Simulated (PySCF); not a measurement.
Vertical excitations of a molecule C₃H₃ClF₂ from TDA-PBE/def2-SVPD (PySCF), as energy in eV (oscillator strength): 5.89 (0.003), 6.32 (0.223), 6.43 (0.133), 6.65 (0.005), 7.16 (0.000), 7.31 (0.003), 7.49 (0.008), 7.73 (0.004), 7.74 (0.002), 8.00 (0.058). Lowest triplet (TDA): 4.00 eV. Coordinates come from a PBE-D3(BJ)/def2-SVP optimisation. The values are those of a single conformer.

Problem. Which molecule gave these data?
A. FC(F)/C=C/Cl
B. C=C(Cl)C(F)F
C. FC1(F)C[C@H]1Cl
D. C/C(F)=C(\F)Cl

Solution. A, FC(F)/C=C/Cl
